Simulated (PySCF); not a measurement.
Species: C6H7F3N2.
Cartesian coordinates in Å at the GFN2-xTB level; atoms count from 1:
```xyz
18
C6H7F3N2 angstrom
C      2.973    0.168    0.109
C      1.601    0.058   -0.456
C      1.168    0.437   -1.743
N     -0.115    0.200   -1.906
N     -0.538   -0.331   -0.760
C     -1.918   -0.664   -0.589
C     -2.627    0.320    0.348
F     -2.141    0.264    1.596
F     -3.936    0.041    0.434
F     -2.520    1.587   -0.055
C      0.466   -0.431    0.146
H      3.011   -0.272    1.102
H      3.690   -0.343   -0.532
H      3.272    1.214    0.178
H      1.744    0.863   -2.540
H     -2.042   -1.667   -0.166
H     -2.401   -0.606   -1.568
H      0.304   -0.832    1.126
```

Probes without a nucleus sit at each ring's centroid and 1 Å off its mean plane on both sides; NICS is minus the shielding there, NICSzz its component along the normal. Level: GIAO PBE0/pcSseg-1 (PySCF, non-relativistic, gas phase) on the GFN2-xTB geometry, one conformer.

Ring bond lengths (Å), with Mayer bond orders in brackets: C2–C3 1.409 (1.33), C3–N4 1.315 (1.55), N4–N5 1.333 (1.19), N5–C11 1.357 (1.06), C11–C2 1.375 (1.46).

Task: What do the NICS probes read (ppm)?

Result: 
```tsv
ring	type	NICS(0)	NICS(1), two faces	NICS(1)zz, two faces	rms pucker (Å)	centre to ring atoms, mean (Å)
C2–C3–N4–N5–C11	5-membered ring with 2 N; formal bonds all aromatic	-12.8	-11.7 / -11.4	-30.0 / -28.6	0.00	1.15
```

Task: What do they say, and how far can they be read as aromaticity?

Result: 
- C2–C3–N4–N5–C11: mean NICS(1)zz -29.3 ppm, shielded, aromatic by this magnetic criterion (flat ring, no four-coordinate atom).

Task: And the bond-length index? HOMA = 1 − mean of α(R − Ropt)² over the ring bonds, with Krygowski's 1993 parameters (CC: Ropt 1.388 Å, α 257.7 Å⁻²; CN: Ropt 1.334 Å, α 93.52 Å⁻²; NN: Ropt 1.309 Å, α 130.33 Å⁻²).

Result: 
- C2–C3–N4–N5–C11: HOMA 0.94; the largest term is that of C2–C3, α(R − Ropt)² = 0.12. The geometric and the magnetic index point the same way.

Task: What are the shieldings of the ring atoms and their hydrogens in the same run (means over atoms taken as equivalent)?

Result: 
| atoms | environment | σ isotropic (ppm) |
| --- | --- | --- |
| C2 | substituted aromatic carbon | 61.4 |
| C3 | aromatic CH next to a ring nitrogen | 42.6 |
| N4 | pyridine-type nitrogen | -88.0 |
| N5 | pyrrole-type nitrogen | 51.4 |
| C11 | aromatic CH next to a ring nitrogen | 54.7 |
| H15 | aromatic hydrogen | 24.21 |
| H18 | aromatic hydrogen | 24.35 |
